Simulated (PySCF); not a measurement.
C₄H₆BFO, SMILES CB1CO/C1=C\F. Coordinates come from a PBE-D3(BJ)/def2-SVP optimisation. The structure was generated by enumeration; whether it is a known compound was not checked.

Computed equilibrium geometry at PBE-D3(BJ)/def2-SVP (PySCF confirms it by a frequency run) as bond lengths and angles:
Atoms: C1 B2 C3 O4 C5 C6 F7 H8 H9 H10 H11 H12 H13. Bonded distances (Å): C1–B2 1.556, C1–H8 1.113, C1–H9 1.112, C1–H10 1.107, B2–C3 1.605, B2–C5 1.550, C3–O4 1.479, C3–H11 1.112, C3–H12 1.112, O4–C5 1.389, C5–C6 1.358, C6–F7 1.339, C6–H13 1.102. Bond angles (°): B2–C1–H8 109.4, B2–C1–H9 110.5, B2–C1–H10 114.7, H8–C1–H9 105.0, H8–C1–H10 108.1, H9–C1–H10 108.6, C1–B2–C3 137.3, C1–B2–C5 140.1, C3–B2–C5 82.6, B2–C3–O4 89.3, B2–C3–H11 118.1, B2–C3–H12 118.2, O4–C3–H11 110.6, O4–C3–H12 110.6, H11–C3–H12 108.3, C3–O4–C5 93.1, B2–C5–O4 95.0, B2–C5–C6 138.2, O4–C5–C6 126.8, C5–C6–F7 123.7, C5–C6–H13 122.1, F7–C6–H13 114.2.
